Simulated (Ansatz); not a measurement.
Input for Ansatz (a first-principles code): U-wB97X-V/def2-TZVPP on CCl-, 2S+1 = 3, a spin state set in the input, which need not be the lowest, a point of a bond scan (R = 1.860 Å). Charge -1.

Ansatz 0.2 input:
```yaml
crystal:
  periodic: [false, false, false]
  atoms:
    - {symbol: C, position_ang: [0.00000000, 0.00000000, 0.00000000]}
    - {symbol: Cl, position_ang: [0.00000000, 0.00000000, 1.86030600]}
basis:
  gaussian:
    orbitals: def2-TZVPP
    pivot_positions_ang: [[0.00000000, 0.00000000, 0.00000000], [0.00000000, 0.00000000, 1.86030600]]
hamiltonian:
  xc: {name: wB97X-V}
total_charge: -1
magnetization: {spin_polarized: true, initial_magnetization: 2}
output: {forces: true, orbitals: {seedname: ./end}}
```

It printed:

```
WARN ansatz: RAYON_NUM_THREADS=1 ignored (pool sized by the plan → 1); use --threads N
Functional definition: wB97X-V
integrals: 0.02 GiB planned
490 factors; their error is unknown
integrals: 0.05 GiB planned
83 factors; integrals over basis functions are off by at most 3.5e-5 eV
mean field: 0.27 GiB planned
mean field evaluation 1: about -13552.1919 eV, gradient 2.0e1 eV
mean field evaluation 2: about -13553.3228 eV, gradient 1.7e1 eV
mean field evaluation 4: about -13554.4724 eV, gradient 1.0e0 eV
mean field evaluation 8: about -13554.4928 eV, gradient 2.7e-2 eV
mean field evaluation 16: about -13554.5127 eV, gradient 1.1e-4 eV
mean field -13554.51273433 eV, -498.1191554079 hartree, gradient 2.9e-5 eV, S^2 2.008397; 0 other end points of the search recorded, 0 dependent functions left out
the calculation of the forces begins
reference -13554.51273385 eV, -498.1191553904 hartree; 13, 11 occupied and 60, 62 virtual orbitals, 490 factors
Total energy: -13554.51273385 eV, -498.1191553904 hartree
Atom 0 at     0.000000     0.000000     0.000000 Å, force     0.000000    -0.000000    -0.009372 eV/Å
Atom 1 at     0.000000     0.000000     1.860306 Å, force    -0.000000    -0.000000     0.009372 eV/Å
Dipole moment:     0.000000     0.000000     0.783623 e Å
```

The run converged.

Cost: around 2.2 core-seconds (rough).
